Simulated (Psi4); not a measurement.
CHO2, doublet, geometry from GFN2-xTB. Base run: R2SCAN/STO-3G (Psi4).

Psi4 was given this input:
```
memory 2 GB

molecule {
0 2
  O     1.15623491   -0.01312691    0.00983414
  C    -0.02457140    0.19152173    0.00045866
  O    -1.11548103   -0.30452915   -0.01059486
  H    -0.17860263    1.39211811    0.00333384
}

set basis sto-3g
set reference uks

energy('r2scan')
print_variables()
```

Variants of this job, named by their change:

```json
[
 {"change": "base", "ΔE vs base (µEh)": "0.0", "SCF cycles": "9", "grid points": "85384", "basis functions": "16"},
 {"change": "basis_guess = true", "ΔE vs base (µEh)": "0.0", "SCF cycles": "8", "grid points": "85384", "basis functions": "16"},
 {"change": "scf_type = cd", "ΔE vs base (µEh)": "940", "SCF cycles": "9", "grid points": "85384", "basis functions": "16"},
 {"change": "dft_spherical_points = 194", "ΔE vs base (µEh)": "-46.6", "SCF cycles": "9", "grid points": "54825", "basis functions": "16"},
 {"change": "e_convergence = 1e-8", "ΔE vs base (µEh)": "0.0", "SCF cycles": "9", "grid points": "85384", "basis functions": "16"},
 {"change": "e_convergence = 1e-10", "ΔE vs base (µEh)": "0.0", "SCF cycles": "10", "grid points": "85384", "basis functions": "16"},
 {"change": "scf_type = dfdirj+link", "ΔE vs base (µEh)": "0.0", "SCF cycles": "9", "grid points": "85384", "basis functions": "16"},
 {"change": "e_convergence = 1e-4", "ΔE vs base (µEh)": "0.0", "SCF cycles": "9", "grid points": "85384", "basis functions": "16"},
 {"change": "dft_nuclear_scheme = becke", "ΔE vs base (µEh)": "1.2", "SCF cycles": "9", "grid points": "85199", "basis functions": "16"},
 {"change": "df_basis_scf = def2-universal-jkfit", "ΔE vs base (µEh)": "0.0", "SCF cycles": "9", "grid points": "85384", "basis functions": "16"},
 {"change": "scf_initial_accelerator = none", "ΔE vs base (µEh)": "0.0", "SCF cycles": "9", "grid points": "85384", "basis functions": "16"},
 {"change": "scf_type = pk", "ΔE vs base (µEh)": "1121", "SCF cycles": "9", "grid points": "85384", "basis functions": "16"},
 {"change": "dft_spherical_points = 434", "ΔE vs base (µEh)": "0.7", "SCF cycles": "9", "grid points": "122618", "basis functions": "16"}
]
```

Open shells are given as the SCF converged; they aren't shown to be the lowest states, and a large step between rows can be another state.
